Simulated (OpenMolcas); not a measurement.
O III: from CASSCF to CASPT2

```json
{
 "Program": "OpenMolcas",
 "Basis": "ANO-RCC-VDZ [3s2p]",
 "Scalar Hamiltonian": "DKH4, point nucleus",
 "Active space": "2 electrons in 3 orbitals (2p)",
 "State averaging": "2S+1 = 3 even, 3 roots; 2S+1 = 1 even, 6 roots",
 "Spin-orbit coupling": "state interaction with AMFI integrals over the reference wave functions, term energies averaged over their components"
}
```

Methods on the same reference wave functions:
A. CASSCF
B. SS-CASPT2, IPEA 0.25 Eh, imaginary shift 0.1 Eh (closed shells correlated: 1s 2s)

Energies in cm-1 above 2s2 2p2 3P0, the measured ground level; measured values from Moore, Selected Tables of Atomic Spectra, NSRDS-NBS 3, section 11.

```
      Level      A      B  Measured
2s2 2p2 3P0    0.0    0.0       0.0
2s2 2p2 3P1    105    105       113
2s2 2p2 3P2    310    311          
2s2 2p2 1D2  22164  22460     20273
2s2 2p2 1S0  54836  44320     43186
```

Deviations, from unrounded energies. A percentage is the sum of absolute deviations over the sum of measured energies, with the sign that they share, or ± where signs differ.

| Against measurement | Levels | A | B |
| --- | --- | --- | --- |
| mean absolute deviation (cm-1) | 3 | 4500 | 1100 |
| fine structure of the ground term (%) | 1 | -7.5 | -7.2 |
| other terms of the ground configuration (%) | 2 | +21.3 | +5.2 |

B lies closest to measurement on these levels. The largest miss of B in the table is 2s2 2p2 1D2, by +2200 cm-1. The ranking rests on the paired levels alone, and a cruder setting can come out closer through cancelling errors.

From A to B the spin-free energies of the other terms of 2s2 2p2 shown, above 3P, scale by factors of 0.81 to 1.01.

The lowest spin-free term lies below A's lowest term by 0.020 hartree in B.

CASPT2 does not keep the components of a term degenerate, so their means are used; among the terms shown or strongly mixed into the levels shown the widest spread is 85 cm-1 (2s2 2p2 1D, B). With the s shell closed, the reference lacks s² → p² mixing. Measured partners are found by configuration, term and J. A level has none where our copy of the source lacks it or the pairing is in doubt (some pairs that miss far off the trend of their configuration count as doubtful), and it then counts in no deviation. Levels of configurations outside the active space are missing.
